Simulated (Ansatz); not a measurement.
Calculated with Ansatz (gas phase, PBE0-D4/def2-TZVP geometries, no zero-point term in ΔE). CCSD(T)/CBS adds triple-zeta CCSD(T) − MP2 to the extrapolated MP2 energy (def2 sets, frozen cores). DFT in def2-TZVPP. For Ga outer-core shells are correlated without core-valence functions, which leaves a few kJ/mol of doubt a bond. Scalar relativity is left out up to krypton. Each species was taken in one conformer, which may not be the lowest.

`C[C@@H](F)[C@H](F)Cl` + `[CH3][Ga]([NH2])[OH]` → `C[O][Ga]([CH3])[NH2]` + `FCC(F)Cl`  (substitution at a C–C bond)

`C[C@@H](F)[C@H](F)Cl`:

Z-matrix (Å, degrees):
```
C
C 1 1.505
H 1 1.092 2 110.7
H 1 1.089 2 110.9 3 -121.0
H 1 1.090 2 109.0 3 119.2
F 2 1.386 1 108.9 3 -63.8
C 2 1.517 1 114.2 3 54.1
H 2 1.095 1 111.9 3 177.5
F 7 1.355 2 109.7 1 -178.6
Cl 7 1.774 2 110.5 1 61.5
H 7 1.092 2 111.8 1 -58.1
```

`[CH3][Ga]([NH2])[OH]`:

```xyz
10

C     0.424    0.929   -1.225
Ga    0.019   -0.331    0.214
N    -1.160   -0.062    1.560
O     0.799   -1.943    0.359
H     0.211    0.479   -2.197
H    -0.168    1.840   -1.129
H     1.482    1.200   -1.207
H    -1.330   -0.746    2.277
H    -1.711    0.768    1.681
H     1.434   -2.133   -0.334
```

`C[O][Ga]([CH3])[NH2]`:

Cartesian coordinates in Å:
```
C -1.319 -0.124 1.857
O -0.005 -0.031 1.385
Ga 0.382 0.036 -0.365
C 2.251 0.151 -0.893
N -1.068 -0.015 -1.458
H -1.824 -1.041 1.523
H -1.940 0.729 1.548
H -1.304 -0.139 2.952
H 2.762 0.902 -0.290
H 2.355 0.411 -1.947
H 2.746 -0.807 -0.722
H -1.020 0.012 -2.462
H -2.015 -0.084 -1.128
```

`FCC(F)Cl`:

Cartesian coordinates in Å:
```
F 1.693 -0.631 0.203
C 0.524 -0.358 -0.466
C -0.418 0.359 0.466
F -0.788 -0.458 1.481
Cl -1.853 0.850 -0.454
H 0.746 0.275 -1.327
H 0.072 -1.297 -0.796
H 0.025 1.260 0.892
```

CCSD(T)/CBS gives +79.7 kJ/mol.

(1) Another level gave +75.9 kJ/mol. Which?
A. MP2/def2-TZVPP
B. SCS-MP2/def2-TZVPP
C. BLYP/def2-TZVPP
D. CAM-B3LYP/def2-TZVPP

Largest T1 diagnostic among the species: 0.013.

Results:

(1) B. SCS-MP2/def2-TZVPP 75.9, MP2/def2-TZVPP 82.3, BLYP 64.5, CAM-B3LYP 71.1 kJ/mol.

From BLYP to BHLYP (50 % exact exchange), in def2-TZVPP and without D4, ΔE moves by +5.1 kJ/mol. In def2-TZVPP, CCSD(T) changes the Hartree–Fock value by +12.7 kJ/mol (the triples alone add +1.2 kJ/mol) and MP2 by +18.6 kJ/mol. At CCSD(T), def2-SVP lies −8.8 kJ/mol from the extrapolated value and def2-TZVPP −3.3 kJ/mol.

CCSD(T)/CBS has its own doubt, a few kJ/mol and more with outer-core shells, so smaller differences from it don't rank the levels.
